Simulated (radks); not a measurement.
Ionisation of the silicon ion Si3+, [Ne] 3s1, to [Ne] as the strength of local exchange is varied. All-electron calculation, non-relativistic Kohn-Sham, Slater X-alpha exchange (alpha = 2/3 is LDA exchange), no correlation, spin-polarised, spherical densities, point nucleus; open shells are filled with parallel spins first. Program: a radial shooting solver on a logarithmic mesh with Libxc functionals.

| alpha | E(Si3+) (hartree) | exchange (hartree) | IE (eV) | -e of the level emptied (eV) | <r> of it (bohr) |
|---|---|---|---|---|---|
| 0.589 | -283.10768 | -15.62556 | 43.715 | 38.508 (3s) | 1.873 |
| 0.595 | -283.26689 | -15.79156 | 43.790 | 38.591 (3s) | 1.871 |
| 0.667 | -285.18275 | -17.79430 | 44.690 | 39.597 (3s) | 1.851 |
| 0.675 | -285.39624 | -18.01805 | 44.791 | 39.710 (3s) | 1.848 |
| 0.742 | -287.18899 | -19.90154 | 45.637 | 40.659 (3s) | 1.830 |
| 0.906 | -291.61342 | -24.58423 | 47.741 | 43.027 (3s) | 1.786 |

NIST Atomic Spectra Database: 45.142 eV (measured). The Delta-SCF value meets it near alpha = 0.70.
